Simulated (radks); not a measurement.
Species: Mg. Configuration: [Ne] 3p2 (not the ground configuration).

All-electron calculation, non-relativistic Kohn-Sham, PBE, spin-polarised, spherical densities, point nucleus; open shells are filled with parallel spins first. Program: a radial shooting solver on a logarithmic mesh with Libxc functionals.

Energy parts (eV):
total: -5434.609
kinetic: 5425.132
electron-nucleus: -12985.531
Hartree: 2568.026
exchange-correlation: -442.236

Orbitals (lengths in bohr, moments of r in powers of bohr; r(90%) holds 90 % of the orbital's charge):
orbital,occ.,eigenvalue (eV),<r^4>,r(90%)
1s up,1,-1260.812,0.001384,0.234
1s down,1,-1260.744,0.001384,0.234
2s up,1,-83.1437,0.6585,1.11
2s down,1,-83.0227,0.6560,1.11
2p up,3,-50.2306,0.8743,1.17
2p down,3,-50.0837,0.8648,1.17
3p up,2,-3.0326,576.1,6.05

The highest occupied level is 3p up at -3.033 eV. The electron density at the nucleus is 1094 e/bohr^3. Virial ratio -V/T = 2.00175. The spin density at the nucleus is -0.03916 e/bohr^3 (1s -0.03535, 2s -0.00381), a Fermi contact field of -2.05 T.
